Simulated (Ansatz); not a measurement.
Ansatz (a quantum-chemistry and plane-wave program) input (r2SCAN0/def2-TZVPD):

Ansatz 0.2 input:
```yaml
crystal:
  periodic: [false, false, false]
  atoms:
    - {symbol: Si, position_ang: [-0.61958267, 0.64186618, 0.77921080]}
    - {symbol: Br, position_ang: [0.66414141, -0.66287452, -0.32448800]}
    - {symbol: F, position_ang: [-1.61897689, 1.57938686, 0.04979212]}
basis:
  gaussian:
    orbitals: def2-TZVPD
hamiltonian:
  xc: {name: r2SCAN0}
total_charge: 1
magnetization: {spin_polarized: true, initial_magnetization: 1}
output: {forces: true}
```

Output:

```
Functional definition: r2SCAN0
integrals: 0.07 GiB planned
965 factors; their error is unknown
mean field: 0.84 GiB planned
mean field evaluation 1: about -80623.9330 eV, gradient 5.1e1 eV
mean field evaluation 2: about -80582.8279 eV, gradient 1.2e2 eV
mean field evaluation 4: about -80631.3558 eV, gradient 6.6e0 eV
mean field evaluation 8: about -80631.5067 eV, gradient 1.6e-1 eV
mean field evaluation 16: about -80631.8357 eV, gradient 2.6e-4 eV
mean field -80631.83565345 eV, -2963.1653060430 hartree, gradient 8.2e-5 eV, S^2 0.757621; 0 other end points of the search recorded, 0 dependent functions left out
the calculation of the forces begins
reference -80631.83566424 eV, -2963.1653064397 hartree; 29, 28 occupied and 111, 112 virtual orbitals, 965 factors
Total energy: -80631.83566424 eV, -2963.1653064397 hartree
Atom 0 at    -0.619583     0.641866     0.779211 Å, force    -0.098448     0.063623    -0.655257 eV/Å
Atom 1 at     0.664141    -0.662875    -0.324488 Å, force    -0.370515     0.376461     0.316115 eV/Å
Atom 2 at    -1.618977     1.579387     0.049792 Å, force     0.468963    -0.440084     0.339141 eV/Å
Dipole moment:    -0.192307     0.215354     0.569411 e Å
```
